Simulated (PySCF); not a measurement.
**Exercise with solution: entropy of an ideal gas**

In(H)(F)(NH2) (FH3InN), SMILES [NH2][InH][F].

Coordinates come from a B3LYP-D3(BJ)/def2-TZVP optimisation. The def2 effective core potentials stand for the cores of In; spin–orbit coupling is left out. One conformer was computed; it need not be the lowest.

PySCF with B3LYP-D3(BJ)/def2-TZVP gives the harmonic wavenumbers 135, 308, 333, 420, 437, 565, 622, 765, 1547, 1892, 3541, 3645 cm⁻¹ and the rotational temperatures 0.5442, 0.2632, 0.1779 K. The molar mass is 150.85 g/mol, the symmetry number 1, the spin multiplicity 1.

**Question.** Work out the entropy at 298.15 K and 1 atm in the rigid-rotor, harmonic-oscillator model.

**Answer.** 
Translation (Sackur–Tetrode at 1 atm): S = R[1.5 ln M + 2.5 ln T − 1.16487] = 171.3 J/(mol K).
Rotation: q = (√π/σ) T^1.5/√(θA θB θC) = 57200, S = R[ln q + 3/2] = 103.5 J/(mol K).
Vibration: with u = 1.4388 ν/T, each mode gives R[u/(e^u − 1) − ln(1 − e^−u)]:
```csv
ν (cm⁻¹),modes,u,S (J/(mol K))
135,1,0.65,12.02
308,1,1.49,5.74
333,1,1.61,5.21
420,1,2.03,3.73
437,1,2.11,3.50
565,1,2.73,2.15
622,1,3.00,1.73
765,1,3.69,0.99
1547,1,7.47,0.04
1892,1,9.13,0.01
```
The stiffer modes add less than 0.005 each. Sum 35.1 J/(mol K).
Spin: R ln 1 = 0.0 J/(mol K).
Total 310.0 J/(mol K); the program's own thermochemistry gives 310.0. Translation makes up 55 % and vibration 11 %. Anharmonicity, hindered rotation and orbital degeneracy are left out.
